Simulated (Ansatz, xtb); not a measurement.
**Relaxing a trial structure of FGeH3NO+**

The starting geometry of this gas-phase triplet was built from a drawn formula by distance geometry and a force field; its bonds are those of `N[OH+][Ge][F]`.

```yaml
atoms:
  - { symbol: F, position_ang: [0.5092, -1.2551, -0.2352] }
  - { symbol: Ge, position_ang: [-0.3046, -2.5278, 0.6800] }
  - { symbol: N, position_ang: [-2.4709, -2.3196, -0.5287] }
  - { symbol: O, position_ang: [-1.5866, -3.2784, -0.3126] }
  - { symbol: H, position_ang: [-3.0472, -2.5984, -1.3025] }
  - { symbol: H, position_ang: [-3.0592, -2.2655, 0.3507] }
  - { symbol: H, position_ang: [-1.1215, -3.4036, -1.2245] }
```

Question: Predict what becomes of its bonds when it is optimised with r2SCAN-D4/def2-SVP.

Answer: It falls apart into H3NO + FGe (formulas without charges). Contacts that open: Ge2–O4 (1.79 → 4.11 Å).

The energy falls by 3.03 eV over 23 steps:

| step | E − E(last) (eV) |
| --- | --- |
| 1 | 3.029 |
| 3 | 1.967 |
| 6 | 1.806 |
| 8 | 1.482 |
| 11 | 0.763 |
| 13 | 0.290 |
| 16 | 0.043 |
| 18 | 0.009 |
| 21 | 0.000 |
| 23 | 0.000 |

Final geometry (Å):

```json
{"atom": "F", "x (Å)": "-0.1330", "y (Å)": "-2.1425", "z (Å)": "-0.1295"}
{"atom": "Ge", "x (Å)": "1.7008", "y (Å)": "-2.0725", "z (Å)": "0.2847"}
{"atom": "N", "x (Å)": "-2.9109", "y (Å)": "-2.5408", "z (Å)": "-0.6743"}
{"atom": "O", "x (Å)": "-2.1307", "y (Å)": "-3.4634", "z (Å)": "-0.2434"}
{"atom": "H", "x (Å)": "-2.5438", "y (Å)": "-1.5954", "z (Å)": "-0.8419"}
{"atom": "H", "x (Å)": "-3.8878", "y (Å)": "-2.8091", "z (Å)": "-0.8310"}
{"atom": "H", "x (Å)": "-1.1754", "y (Å)": "-3.0247", "z (Å)": "-0.1373"}
```

From the same start GFN2-xTB reaches the same bonding as this run.

The end wasn't checked by frequencies. Open shells are spin-unrestricted. The triplet needn't be the ground state. Run with Ansatz 0.2.0, 3.9 min on 2 threads of Intel(R) Xeon(R) Platinum 8259CL CPU @ 2.50GHz (Skylake/Cascade Lake), with other jobs on the host.
